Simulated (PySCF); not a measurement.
iodine monochloride (ClI), SMILES ClI. Coordinates come from a B3LYP-D3(BJ)/def2-TZVP optimisation. The def2 effective core potentials stand for the cores of I; spin–orbit coupling is left out.

Computed equilibrium geometry at B3LYP-D3(BJ)/def2-TZVP (PySCF confirms it by a frequency run) as a Z-matrix, and its point group:
point group C∞v.
```
Cl
I 1 2.3447
```
